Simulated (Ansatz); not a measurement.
Consider the silylene loss: `O=C[SiH]([SiH3])Cl` → `O=C[SiH2]Cl` + `[SiH2]`.

Program: Ansatz. Geometries: PBE0-D4/def2-TZVP. ΔE: electronic, gas phase. CBS: MP2 limit from def2 TZ/QZ plus the TZ coupled-cluster correction, frozen cores. This one scheme is used for every species. Functionals use def2-TZVPP. B3LYP here is the variant with VWN-RPA as its local correlation; programs differ in this. Each species was taken in one conformer, which may not be the lowest.

`O=C[SiH]([SiH3])Cl`:

Z-matrix (Å, degrees):
```
Si
C 1 1.927
Cl 1 2.064 2 108.1
Si 1 2.340 2 109.9 3 120.2
H 1 1.485 2 107.2 3 -116.7
O 2 1.204 1 119.7 3 179.7
H 2 1.115 1 119.8 3 -0.8
H 4 1.485 1 108.7 2 -58.3
H 4 1.486 1 109.2 2 -177.8
H 4 1.485 1 109.4 2 61.8
```

`O=C[SiH2]Cl`:

Cartesian coordinates in Å:
```
O -0.487 -1.500 -1.353
C -0.722 -0.841 -0.374
Si 0.532 0.518 0.156
Cl -0.165 1.458 1.842
H -1.651 -1.016 0.217
H 1.833 -0.123 0.453
H 0.659 1.504 -0.941
```

`[SiH2]`:

Cartesian coordinates in Å:
```
Si 0.303 0.643 -0.043
H -1.123 0.122 -0.192
H 0.821 -0.765 0.236
```

| level | ΔE (kcal/mol) | difference from CCSD(T)/CBS |
| --- | --- | --- |
| B3LYP-D4 | 57.2 | -0.2 |
| r2SCAN | 63.0 | 5.6 |
| B3LYP | 53.7 | -3.7 |
| CCSD/def2-TZVPP | 54.2 | -3.2 |
| CCSD(T)/def2-TZVPP | 55.7 | -1.7 |
| HF/def2-QZVPP | 50.6 | -6.8 |
| MP2/def2-QZVPP | 60.2 | 2.8 |
| SCS-MP2/def2-QZVPP | 57.1 | -0.3 |
| MP2/CBS(def2) | 61.0 | 3.6 |
| CCSD/CBS(def2) | 56.0 | -1.4 |
| CCSD(T)/CBS | 57.4 | 0 |

Largest T1 diagnostic among the species: 0.014.

From PBE to PBE0 (25 % exact exchange), in def2-TZVPP and without D4, ΔE moves by +1.2 kcal/mol. The D4 term adds +3.5 kcal/mol with B3LYP and +2.0 kcal/mol with PBE0; it sums over pairs of atoms, weighted by their polarisabilities, and B3LYP, whose exchange is more repulsive, gets the larger term. In def2-TZVPP, CCSD(T) changes the Hartree–Fock value by +5.1 kcal/mol (the triples alone add +1.4 kcal/mol) and MP2 by +8.6 kcal/mol.
